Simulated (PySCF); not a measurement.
Geometry:
```json
{"atom": "B1", "x (Å)": "0.144", "y (Å)": "-0.055", "z (Å)": "-0.607"}
{"atom": "O2", "x (Å)": "0.192", "y (Å)": "0.035", "z (Å)": "1.045"}
{"atom": "H3", "x (Å)": "-0.415", "y (Å)": "-0.659", "z (Å)": "1.358"}
{"atom": "H4", "x (Å)": "-0.197", "y (Å)": "0.899", "z (Å)": "1.268"}
{"atom": "Cl5", "x (Å)": "1.838", "y (Å)": "-0.265", "z (Å)": "-1.147"}
{"atom": "Cl6", "x (Å)": "-0.619", "y (Å)": "1.543", "z (Å)": "-1.047"}
{"atom": "Cl7", "x (Å)": "-0.942", "y (Å)": "-1.497", "z (Å)": "-0.869"}
```

PySCF 2.14 calculation with PBE0/pcSseg-1 with gauge-including orbitals and geometry from PBE0-D3(BJ)/def2-SVP; no solvent, a single conformation, averaged over atoms made equivalent by symmetry, fast rotation or ring inversion, relativity neglected.

Shifts are taken against calculated references (same method and geometry level): ¹H vs TMS; ¹¹B against BF3·OEt2; H2O for ¹⁷O; ³⁵Cl against HCl.

```
      atoms  nucleus  count  δ (ppm)
Cl5/Cl6/Cl7     ³⁵Cl      3      148
      H3/H4       ¹H      2        ?
         O2      ¹⁷O      1    137.2
         B1      ¹¹B      1        ?
```

Q: Fill in the missing shifts.

A: 
- H3/H4: 4.52 ppm, hydrogen on an oxygen bonded to B
- B1: 14.0 ppm, boron bonded to 3 Cl, O

OH and NH positions are those of a molecule without intermolecular hydrogen bonds; in solution they move with solvent, concentration and temperature, and exchange usually removes their couplings. The averaged Cl atoms aren't alike in the static structure (σ from 788 to 807 ppm); the average presumes fast exchange among these sites. Experimental scales use liquid or dissolved standards, which lie at an offset from isolated H2O (liquid H2O: subtract about 36 ppm).
